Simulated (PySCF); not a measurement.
B97-3 on K⁻ (potassium, charge -1), [Ar] 4s2, closed-shell 1S. Computed with PySCF 2.14 in x2c-QZVPPall with one added diffuse shell each of s, p, d, f type (12s8p5d4f, 89 functions), with the spin-free X2C one-electron Hamiltonian (Gaussian nucleus).

```
cycle= 1 E= -602.182032560619  delta_E= -0.00585  |g|= 0.0172  |ddm|=  0.4
cycle= 2 E= -602.182352600222  delta_E= -0.00032  |g|= 0.0124  |ddm|= 0.243
cycle= 3 E= -602.182492215564  delta_E= -0.00014  |g|= 0.001  |ddm|= 0.0583
cycle= 4 E= -602.182499341932  delta_E= -7.13e-06  |g|= 0.000431  |ddm|= 0.0394
cycle= 5 E= -602.182501544892  delta_E= -2.2e-06  |g|= 0.000165  |ddm|= 0.0328
cycle= 6 E= -602.182501780917  delta_E= -2.36e-07  |g|= 1.54e-05  |ddm|= 0.0143
cycle= 7 E= -602.182501785008  delta_E= -4.09e-09  |g|= 6.39e-06  |ddm|= 0.00221
cycle= 8 E= -602.182501785299  delta_E= -2.91e-10  |g|= 3.64e-07  |ddm|= 0.000519
converged SCF energy = -602.182501785299  <S^2> = -8.8817842e-15  2S+1 = 1
```

Highest occupied orbital energy: 0.381 eV; ⟨L²⟩ = 0.00; populations by l: s 8.00, p 12.00, d 0.00, f 0.00.

Question: Can this result be used?

Answer: With care. Self-consistency was reached. At B97-3 the highest occupied level has a positive energy, so only the finite basis holds that electron; in a semilocal or global hybrid functional this comes from self-interaction and does not mean that the real anion is unbound.
